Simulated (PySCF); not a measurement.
# Computed records: CH₅GeOSi, GeH₄O₂Si

Computed with PySCF 2.14.0. Calculation on a computer-drawn molecule: the log of a Hartree-Fock and frozen-core CCSD(T) single point meant for a local Hartree-Fock minimum, with one planted fault or none, to be diagnosed. Offsets are logged minus clean, where the clean run is the same molecule without the fault. The reference is restricted for singlets and unrestricted otherwise, and also for a bond in bohr or an excited solution. Adding or removing an electron swaps singlet and doublet. The excited solution moves the top pair (singlet) or top alpha electron (doublet) to the lowest empty orbital. Highest occupied and lowest empty are orbital energies over both spins, largest force is the largest gradient component, triples share is (T) over the correlation energy, the T1 limit is 0.02 restricted and 0.045 unrestricted, electrons count all cores, a negative frequency is imaginary (commonest isotopes), and the dipole is about the centre of nuclear charge; on germanium a core potential holds 10 electrons, which the energies leave out, and 3d is frozen in MP2 and coupled-cluster steps.

Common to all runs: meant charge 0; meant basis cc-pV(D+d)Z; meant basis and core potential on germanium cc-pVDZ-PP ECP10MDF; logged SCF converged yes; logged CC converged yes; logged SCF stable within its kind yes; possible faults no fault, one electron removed, one electron added, multiplicity raised by two, geometry at a saddle point, SCF held on an excited solution, minimal basis STO-3G, one bond length entered in bohr, all coordinates scaled.

```yaml
- entry: 1
  formula: CH5GeOSi
  logged_structure:
    atoms_angstrom:
      - [O, -0.7139, -3.8921, 1.5101]
      - [Si, -0.187, -2.4696, 0.9837]
      - [C, -1.2851, -1.0516, 0.1518]
      - [Ge, -1.8718, 0.4828, 1.5145]
      - [H, 1.3207, -2.0104, 1.1073]
      - [H, -0.677, -0.5277, -0.7019]
      - [H, -2.2614, -1.5142, -0.2958]
      - [H, -2.8235, -0.1303, 2.7044]
      - [H, -0.5439, 1.211, 2.1595]
  given:
    meant_multiplicity: 2
    logged_electrons: 65
    logged_basis_functions: 99
    logged_spin_squared: 0.7567
    "logged_highest_occupied [eV]": -9.3201
    "logged_lowest_empty [eV]": 0.039675
    "logged_largest_force [hartree/bohr]": 0.090623
    logged_T1_diagnostic: 0.02339
    logged_D1_diagnostic: 0.094389
    logged_triples_share: 0.036291
    "logged_dipole_magnitude [debye]": 5.2351
    "logged_energy_HF [hartree]": -697.88557
    "logged_energy_CCSD(T) [hartree]": -698.46746
    drawn_bonds_atom: [1, 2, 3, 2, 3, 3, 4, 4]
    drawn_bonds_other_atom: [2, 3, 4, 5, 6, 7, 8, 9]
    drawn_bonds_order: [2, 1, 1, 1, 1, 1, 1, 1]
  results:
    planted_fault: "all coordinates scaled, by +7.1 %"
    "HF_energy_offset_from_clean_run [kcal/mol]": 24.72
    "CCSD(T)_energy_offset_from_clean_run [kcal/mol]": 12.91
- entry: 2
  formula: CH5GeOSi
  logged_structure:
    atoms_angstrom:
      - [O, -0.6665, -3.6341, 1.41]
      - [Si, -0.1746, -2.3059, 0.9185]
      - [C, -1.1999, -0.9819, 0.1418]
      - [Ge, -1.7477, 0.4507, 1.4141]
      - [H, 1.2331, -1.8772, 1.0339]
      - [H, -0.6321, -0.4927, -0.6554]
      - [H, -2.1115, -1.4138, -0.2762]
      - [H, -2.6363, -0.1217, 2.5251]
      - [H, -0.5078, 1.1307, 2.0163]
  given:
    meant_multiplicity: 2
    logged_electrons: 66
    logged_basis_functions: 99
    logged_spin_squared: 0.0
    "logged_highest_occupied [eV]": -1.2873
    "logged_lowest_empty [eV]": 6.7046
    "logged_largest_force [hartree/bohr]": 0.048388
    logged_T1_diagnostic: 0.019861
    logged_D1_diagnostic: 0.078027
    logged_triples_share: 0.031973
    "logged_dipole_magnitude [debye]": 3.2412
    "logged_energy_HF [hartree]": -697.93815
    "logged_energy_CCSD(T) [hartree]": -698.52902
    drawn_bonds_atom: [1, 2, 3, 2, 3, 3, 4, 4]
    drawn_bonds_other_atom: [2, 3, 4, 5, 6, 7, 8, 9]
    drawn_bonds_order: [2, 1, 1, 1, 1, 1, 1, 1]
  results:
    planted_fault: "one electron added"
    "HF_energy_offset_from_clean_run [kcal/mol]": -8.277
    "CCSD(T)_energy_offset_from_clean_run [kcal/mol]": -25.73
- entry: 3
  formula: GeH4O2Si
  logged_structure:
    atoms_angstrom:
      - [O, 0.1528, -1.4258, -3.2013]
      - [Si, 1.1576, -2.2948, -2.6789]
      - [Ge, 1.9553, -2.0752, -0.5536]
      - [O, 3.0909, -3.3333, -0.4424]
      - [H, 1.7404, -3.3464, -3.4082]
      - [H, 0.9074, -2.2557, 0.4397]
      - [H, 2.609, -0.7909, -0.3511]
      - [H, 3.5199, -3.4065, 0.3458]
  given:
    meant_multiplicity: 1
    logged_electrons: 66
    logged_basis_functions: 94
    logged_spin_squared: 0.0
    "logged_highest_occupied [eV]": -10.902
    "logged_lowest_empty [eV]": 1.4387
    "logged_largest_force [hartree/bohr]": 0.082006
    logged_T1_diagnostic: 0.017782
    logged_D1_diagnostic: 0.063323
    logged_triples_share: 0.025323
    "logged_dipole_magnitude [debye]": 4.1936
    "logged_energy_HF [hartree]": -734.34929
    "logged_energy_CCSD(T) [hartree]": -734.94802
    drawn_bonds_atom: [1, 2, 3, 2, 3, 3, 4]
    drawn_bonds_other_atom: [2, 3, 4, 5, 6, 7, 8]
    drawn_bonds_order: [2, 1, 1, 1, 1, 1, 1]
  results:
    planted_fault: "all coordinates scaled, by -4.9 %"
    "HF_energy_offset_from_clean_run [kcal/mol]": 15.74
    "CCSD(T)_energy_offset_from_clean_run [kcal/mol]": 24.05
```
